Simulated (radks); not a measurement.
Charge is removed step by step from the 4p down level of Zr, starting from [Ar] 3d10 4s2 4p(up 3, down 3) 4d2 5s2. Calculated with a radial shooting solver on a logarithmic mesh with Libxc functionals: scalar-relativistic Kohn-Sham, PBE, spin-polarised, spherical densities, finite nucleus; open shells are filled with parallel spins first (spin-orbit coupling, left out, can overturn this in heavy ions); Fermi nuclear charge, rms radius 4.2694 fm.

| removed (e) | E - E(0) (eV) | eigenvalue (eV) | E minus straight line (eV) |
|---|---|---|---|
| 0 | 0.000 | -31.746 | 0.000 |
| 0.125 | 4.041 | -32.947 | -0.569 |
| 0.25 | 8.235 | -34.193 | -0.985 |
| 0.375 | 12.588 | -35.480 | -1.242 |
| 0.5 | 17.103 | -36.803 | -1.336 |
| 0.625 | 21.786 | -38.160 | -1.263 |
| 0.75 | 26.641 | -39.547 | -1.018 |
| 0.875 | 31.671 | -40.962 | -0.598 |
| 1 | 36.879 | -42.402 | 0.000 |

Removing the whole electron costs 36.879 eV by Delta-SCF, against 31.746 eV from minus the eigenvalue at the starting occupation. Slater's transition state (half an electron removed) gives 36.803 eV. Integrating minus the eigenvalue over the occupation (Janak's theorem) gives 36.893 eV. In this scalar-relativistic scheme the density is built from large components alone, so the theorem holds only approximately. The mean slope of the eigenvalue, de/dn, is 10.7 eV per electron.
